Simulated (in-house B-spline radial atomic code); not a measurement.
Results of a calculation; reference values are marked as such.
**Making a Troullier-Martins p channel for Rh, r_c = 1.08 bohr**

Rh, [Kr] 4d8 5s1, non-relativistic PBE, spherical and spin-unpolarised, from an all-electron radial atomic-structure program (B-spline basis) (atomic units). The all-electron 4p level is ε = -1.802656 hartree, its outermost node lies just inside 0.49 bohr and its outer maximum at 0.96 bohr.

Inside r_c the pseudo-orbital is u(r) = r^2 exp(p(r)), with p = c0 + c2 r² + c4 r⁴ + … + c12 r¹². The seven coefficients follow from p and its first four derivatives at r_c, from zero curvature of the screened potential at the origin, c4 = −c2²/(2l + 5), and from the norm inside r_c. At r_c the all-electron orbital has P = 1.051051, P' = -0.5905476, the screened potential V = -4.266269, V' = 9.909924, V'' = -28.47339, and the norm inside is Q = 0.5268984.

Question: What are p, p' and p'' at r_c?

Answer: p = ln(P/r_c^2) = ln(1.051051/1.1664) = -0.10413. p' = P'/P − 2/r_c = -0.56186 − 1.85185 = -2.41372. The radial equation gives p'' = 2(V − ε) − 2(2) p'/r_c − p'² = -4.92723 − (-8.93969) − 5.82602 = -1.81356. Differentiating, p''' = 2V' + 2(2)p'/r_c² − 2(2)p''/r_c − 2p'p'' = 9.5044, and p'''' = 2V'' − 4(2)p'/r_c³ + 4(2)p''/r_c² − 2(2)p'''/r_c − 2p''² − 2p'p''' = -49.954.

For a trial c2 the five matching conditions are linear in c0, c6, c8, c10 and c12, and c2 is varied until the norm inside r_c equals Q. The root nearest zero gives:

| n | c_n |
| --- | --- |
| 0 | 0.6312204 |
| 2 | 0.2370194 |
| 4 | -0.008025455 |
| 6 | -2.751873 |
| 8 | 3.214454 |
| 10 | -1.503601 |
| 12 | 0.2630538 |

Question: Check c4 and p(r_c), and find the screened pseudopotential at the origin.

Answer: −c2²/7 = -0.00802545, as listed. The terms c_n r_c^n are 0.63122, 0.27646, -0.01092, -4.36688, 5.94973, -3.24616, 0.66241, which sum to -0.10413. Inverting the radial equation, V_l(r) = ε + 2 p'/r + (p'' + p'²)/2, so V_l(0) = ε + (2l + 3) c2 = -1.802656 + 5 × (0.237019) = -0.6176 hartree, finite where the all-electron potential diverges.

Orbitals and screened potentials:

```
r (bohr)        P        u  V all-electron  V pseudo
   0.108   0.2778  0.02199          -271.7   -0.6275
    0.27  -0.5715   0.1393          -68.17   -0.9629
   0.432  -0.2066   0.3614          -29.66     -2.42
   0.594   0.4854   0.6659          -15.95    -4.998
   0.756   0.9317   0.9525          -9.701    -6.846
   0.918    1.087    1.087           -6.32     -6.15
    1.08    1.051    1.051          -4.266    -4.266
```

Logarithmic derivatives P'/P at R = 1.38 bohr, for energies E around ε:

```json
{"E − ε (hartree)": "-0.5", "all-electron": "-0.22517", "pseudo": "-0.22666"}
{"E − ε (hartree)": "-0.25", "all-electron": "-0.673628", "pseudo": "-0.674139"}
{"E − ε (hartree)": "-0.1", "all-electron": "-0.992959", "pseudo": "-0.993075"}
{"E − ε (hartree)": "0", "all-electron": "-1.23284", "pseudo": "-1.23287"}
{"E − ε (hartree)": "0.1", "all-electron": "-1.49898", "pseudo": "-1.49913"}
{"E − ε (hartree)": "0.25", "all-electron": "-1.95913", "pseudo": "-1.96015"}
{"E − ε (hartree)": "0.5", "all-electron": "-2.9553", "pseudo": "-2.96141"}
```

Question: With P(R) = 0.7904484 and a norm of 0.7880413 inside R, what slope in energy does norm conservation fix?

Answer: d(P'/P)/dE = −2 × (norm inside R)/P(R)² = -2.5225 per hartree·bohr at E = ε, for both atoms, since orbital and norm agree at R. Differences over ±0.1 hartree give -2.5301 (all-electron) and -2.5303 (pseudo), which also hold third-order terms. Half a hartree below ε the two curves differ by -0.0015.
